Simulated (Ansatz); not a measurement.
```yaml
crystal:
  periodic: [false, false, false]
  atoms:
    - {symbol: Ga, position_ang: [0.085188, -1.582751, 2.458954]}
    - {symbol: Ga, position_ang: [2.019839, 1.113704, -0.952912]}
    - {symbol: Ga, position_ang: [-1.329117, 1.419563, -1.139764]}
    - {symbol: As, position_ang: [0.377144, 0.820899, 1.300136]}
    - {symbol: As, position_ang: [0.443946, -0.197018, -2.410205]}
    - {symbol: As, position_ang: [0.181691, -1.235728, -0.241562]}
    - {symbol: As, position_ang: [-1.778690, -0.338669, 0.985352]}
basis:
  gaussian: {orbitals: cc-pVDZ}
total_charge: -1
hamiltonian: {xc: {name: HF}}
scf: {omitted_lower_state_checks: [starts]}
output: {forces: true}
```

```sh
$ ansatz run in.yaml --threads 4 --pin off --events-out ev --progress --plain --max-ram 6963MiB
```

Output, abridged:

```
Functional definition: HF
2278 factors; integrals over basis functions are off by at most 5.7e-4 eV
mean field evaluation 1: about -400181.5239 eV, gradient 2.3e1 eV
mean field evaluation 2: about -400181.5315 eV, gradient 2.3e1 eV
mean field evaluation 4: about -400183.8509 eV, gradient 2.6e0 eV
mean field evaluation 8: about -400183.9470 eV, gradient 1.0e-1 eV
mean field -400183.94721187 eV, -14706.4888056145 hartree, gradient 4.9e-5 eV, S^2 0.000000; 0 other end points of the search recorded, 0 dependent functions left out
reference -400183.94721187 eV, -14706.4888056145 hartree; 113, 113 occupied and 76, 76 virtual orbitals, 2278 factors
Total energy: -400183.94721187 eV, -14706.4888056145 hartree
Atom 0 at     0.085188    -1.582751     2.458954 Å, force     0.073528    -0.329419     0.639324 eV/Å
Atom 1 at     2.019839     1.113704    -0.952912 Å, force     0.698838     0.282812    -0.298068 eV/Å
Atom 2 at    -1.329117     1.419563    -1.139764 Å, force    -0.448482     0.554530    -0.486925 eV/Å
Atom 3 at     0.377144     0.820899     1.300136 Å, force    -0.134541    -0.099891     0.260720 eV/Å
Atom 4 at     0.443946    -0.197018    -2.410205 Å, force    -0.116242    -0.015804    -0.219231 eV/Å
Atom 5 at     0.181691    -1.235728    -0.241562 Å, force    -0.111396    -0.202349     0.143153 eV/Å
Atom 6 at    -1.778690    -0.338669     0.985352 Å, force     0.038296    -0.189878    -0.038972 eV/Å
Dipole moment:    -0.148998    -0.099020     0.225357 e Å
Checks for a lower state left out: starts
```

Hardware: 4 threads of Intel Xeon on a shared host. Wall time 56 s, peak host memory 1.3 GiB.

The highest occupied level of an anion often lies above zero with these methods, and sets without diffuse functions describe the outer electron poorly.

The dipole of an ion depends on the origin.
